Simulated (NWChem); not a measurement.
System: CH7BN2O; SMILES CNB(N)O

NWChem printed, in part:

```
             Northwest Computational Chemistry Package (NWChem) 7.3.0
             --------------------------------------------------------

                             Geometry "geometry" -> ""
                             -------------------------

 Output coordinates in angstroms (scale by  1.889725989 to convert to a.u.)

  No.       Tag          Charge          X              Y              Z
 ---- ---------------- ---------- -------------- -------------- --------------
    1 C                    6.0000     0.01611100     1.98848900    -0.06109200
    2 N                    7.0000    -0.67318500     0.72031500    -0.00266700
    3 B                    5.0000    -0.04196100    -0.57099900     0.02291700
    4 N                    7.0000     1.37992100    -0.70534100     0.04279400
    5 O                    8.0000    -0.78863700    -1.74771500    -0.01569400
    6 H                    1.0000    -0.57493100     2.75443700    -0.60833500
    7 H                    1.0000     0.96930400     1.86876500    -0.61676700
    8 H                    1.0000     0.26837400     2.42344500     0.93795200
    9 H                    1.0000    -1.66759700     0.78857900     0.21452500
   10 H                    1.0000     1.80359600    -1.63112800     0.03593300
   11 H                    1.0000     2.00579500     0.02910700     0.36340800
   12 H                    1.0000    -1.71193000    -1.57813900    -0.26421000

 Effective nuclear repulsion energy (a.u.)     172.9369281451

                              NWChem Property Module
                              ----------------------

  itol2e modified to match energy
  convergence criterion.

                                 NWChem DFT Module
                                 -----------------

 Summary of "ao basis" -> "ao basis" (spherical)
 ------------------------------------------------------------------------------
       Tag                 Description            Shells   Functions and Types
 ---------------- ------------------------------  ------  ---------------------
 C                           6-31g*                  6       14   3s2p1d
 N                           6-31g*                  6       14   3s2p1d
 B                           6-31g*                  6       14   3s2p1d
 O                           6-31g*                  6       14   3s2p1d
 H                           6-31g*                  2        2   2s

  itol2e modified to match energy
  convergence criterion.

            General Information
            -------------------
          SCF calculation type: DFT
          Wavefunction type:  closed shell.
          No. of atoms     :    12
          No. of electrons :    40
           Alpha electrons :    20
            Beta electrons :    20
          Charge           :     0
          Spin multiplicity:     1
          Use of symmetry is: off; symmetry adaption is: off
          Maximum number of iterations: 150
          AO basis - number of functions:    84
                     number of shells:    44
          Convergence on energy requested:  1.00D-07
          Convergence on density requested:  1.00D-05
          Convergence on gradient requested:  5.00D-04

              XC Information
              --------------
                     Hartree-Fock (Exact) Exchange  1.000
                   CAM-Becke88 Exchange Functional  1.000
                      VWN V Correlation Functional  0.190 local
              Lee-Yang-Parr Correlation Functional  0.810

           Range-Separation Parameters
           ---------------------------
           Alpha           :  0.19
           Beta            :  0.46
           Gamma           :  0.33
           Short-Range HF  :     F

[...]

          -----------------------
          Electric field gradient
          -----------------------

 1 a.u. = 0.324123 10**(16) esu/cm**3  ( or statvolts/cm**2 ) = 0.97174 10**(22) v/m**2

 ------------------------------------------------------------
   Atom      X         Y         Z
 ------------------------------------------------------------
    1 C    0.03045   3.75770  -0.11545
 ------------------------------------------------------------

 Electric field gradient in molecular frame (a.u.)
         XX             YY             ZZ             XY             XZ             YZ
 ------------------------------------------------------------------------------------------
        0.032938      -0.117630       0.084692      -0.122831       0.000763       0.019554

 Principal components (a.u.) and orientation
 of principal axis w.r.t. absolute frame                      Asymmetry parameter eta
 --------------------------------------------------------------------------------------
       -0.187531       0.105681       0.081850                       0.127078

        0.485870       0.784889       0.384551
        0.871687      -0.467350      -0.147467
       -0.063975      -0.406858       0.911249

 ------------------------------------------------------------
   Atom      X         Y         Z
 ------------------------------------------------------------
    2 N   -1.27214   1.36120  -0.00504
 ------------------------------------------------------------

 Electric field gradient in molecular frame (a.u.)
         XX             YY             ZZ             XY             XZ             YZ
 ------------------------------------------------------------------------------------------
       -0.540201      -0.399684       0.939885      -0.191806       0.258603       0.025813

 Principal components (a.u.) and orientation
 of principal axis w.r.t. absolute frame                      Asymmetry parameter eta
 --------------------------------------------------------------------------------------
        0.983799      -0.706163      -0.277637                       0.435583

        0.167891       0.834079      -0.525475
       -0.004883       0.533739       0.845635
        0.985794      -0.139408       0.093683

 ------------------------------------------------------------
   Atom      X         Y         Z
 ------------------------------------------------------------
    3 B   -0.07929  -1.07903   0.04331
 ------------------------------------------------------------

 Electric field gradient in molecular frame (a.u.)
         XX             YY             ZZ             XY             XZ             YZ
 ------------------------------------------------------------------------------------------
        0.140805       0.105979      -0.246783      -0.029110       0.021648       0.009689

 Principal components (a.u.) and orientation
 of principal axis w.r.t. absolute frame                      Asymmetry parameter eta
 --------------------------------------------------------------------------------------
       -0.248351       0.157807       0.090544                       0.270837

       -0.057903       0.874139       0.482212
       -0.032043      -0.484400       0.874259
        0.997808       0.035171       0.056058

 ------------------------------------------------------------
   Atom      X         Y         Z
 ------------------------------------------------------------
    4 N    2.60767  -1.33290   0.08087
 ------------------------------------------------------------

 Electric field gradient in molecular frame (a.u.)
         XX             YY             ZZ             XY             XZ             YZ
 ------------------------------------------------------------------------------------------
       -0.242796      -0.553327       0.796123      -0.002944      -0.220219      -0.258418

 Principal components (a.u.) and orientation
 of principal axis w.r.t. absolute frame                      Asymmetry parameter eta
 --------------------------------------------------------------------------------------
        0.885325      -0.606681      -0.278644                       0.370528

       -0.188259       0.128368       0.973694
       -0.173261       0.971531      -0.161582
        0.966716       0.199123       0.160658

 ------------------------------------------------------------
   Atom      X         Y         Z
 ------------------------------------------------------------
    5 O   -1.49031  -3.30270  -0.02966
 ------------------------------------------------------------

 Electric field gradient in molecular frame (a.u.)
         XX             YY             ZZ             XY             XZ             YZ
 ------------------------------------------------------------------------------------------
       -1.242413       0.312023       0.930391      -0.257609      -0.553793       0.047240

 Principal components (a.u.) and orientation
 of principal axis w.r.t. absolute frame                      Asymmetry parameter eta
 --------------------------------------------------------------------------------------
       -1.408827       1.078543       0.330285                       0.531121

        0.964390      -0.244574      -0.100680
        0.138177       0.141315       0.980274
        0.225522       0.959278      -0.170077

 ------------------------------------------------------------
   Atom      X         Y         Z
 ------------------------------------------------------------
    6 H   -1.08646   5.20513  -1.14959
 ------------------------------------------------------------

 Electric field gradient in molecular frame (a.u.)
         XX             YY             ZZ             XY             XZ             YZ
 ------------------------------------------------------------------------------------------
        0.014745      -0.057125       0.042381       0.138722      -0.104402       0.133519

[...]
```

Level: CAM-B3LYP/6-31G* (spherical d). Geometry: optimised at PBE-D3(BJ)/def2-SVP. NWChem prints the field gradient with the sign opposite to the second derivative of the potential.

**Question.** Write an input that gives this output.

**Answer.** This is not unique; one that fits is the input that was run:
```
start job
memory heap 200 mb stack 900 mb global 1100 mb
geometry units angstroms noautosym nocenter noautoz
  C      0.016111     1.988489    -0.061092
  N     -0.673185     0.720315    -0.002667
  B     -0.041961    -0.570999     0.022917
  N      1.379921    -0.705341     0.042794
  O     -0.788637    -1.747715    -0.015694
  H     -0.574931     2.754437    -0.608335
  H      0.969304     1.868765    -0.616767
  H      0.268374     2.423445     0.937952
  H     -1.667597     0.788579     0.214525
  H      1.803596    -1.631128     0.035933
  H      2.005795     0.029107     0.363408
  H     -1.711930    -1.578139    -0.264210
end
basis spherical
  C library 6-31g*
  N library 6-31g*
  B library 6-31g*
  O library 6-31g*
  H library 6-31g*
end
dft
  xc xcamb88 1.00 lyp 0.81 vwn_5 0.19 hfexch 1.00
  cam 0.33 cam_alpha 0.19 cam_beta 0.46
  iterations 150
end
property
  efieldgrad
end
task dft property
```
